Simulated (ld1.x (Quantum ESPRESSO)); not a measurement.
What one change does to a pseudopotential (Cu (Z = 29), TM semilocal)

Cu (Z = 29), norm-conserving Troullier–Martins (semilocal form), made with ld1.x (Quantum ESPRESSO) 7.5 (PBE, scalar-relativistic). Core [Ar], reference 3d10 4s0.5 4p0.5. Waves: 4s (bound): rc 2.05 bohr; 4p (bound): rc 2.50 bohr; 3d (bound): rc 1.25 bohr. Local part: the d channel. Core correction: none.

Change: all radii scaled by about 1.35 (s 2.78, p 3.38, d 1.68 bohr).

Cutoffs: the cutoffs (Ry, on a coarse ladder) from which the occupation-weighted sum of valence levels, in a spherical-Bessel basis at the reference potential, stays within 10 and 1 mRy of its value at 400 Ry; they do not see the model core or the augmentation charge, which bear on the density cutoff. Errors are all-electron minus pseudo energies relative to the spin-unpolarised reference configuration.

How do hardness, ghosts and transferability respond?

The potential gets softer (160 Ry and 300 Ry → 110 Ry and 180 Ry); of the 7 tests that both files solve, the error grows in 4 and shrinks in 2 by more than 15 % and 0.3 meV (median size 14.5 → 13.5 meV); neither file shows a bound ghost. A larger radius leaves more room for a smooth pseudo-wave, so fewer plane waves are needed. A semilocal file is local in each channel, so a ghost entry of none says nothing of the separable form that plane-wave codes build from it.

```tsv
quantity	base	changed
cutoff, loose	160 Ry	110 Ry
cutoff, tight	300 Ry	180 Ry
loose cutoff by channel (10 mRy a level)	s 8 Ry, p 6 Ry, d 140 Ry	s 6 Ry, p 6 Ry, d 90 Ry
bound ghosts	none	none
error for 3d10 4s1 4p0, meV [ΔE -2.01 eV]	+0.6	+1.6
error for 3d10 4s0 4p0, meV [ΔE 6.14 eV]	+1.9	+5.7
error for 3d9 4s0 4p0, meV [ΔE 27.47 eV]	+14	-105
error for 3d7 4s0 4p0, meV [ΔE 126.20 eV]	-1129	-1433
error for 3d9 4s1 4p1, meV [ΔE 4.80 eV]	-105	-61
error for 3d9 4s2 4p0, meV [ΔE -0.04 eV]	-120	-13
error for 3d10 4s0.5 4p0, meV [ΔE 1.15 eV]	0.0	+0.1
```
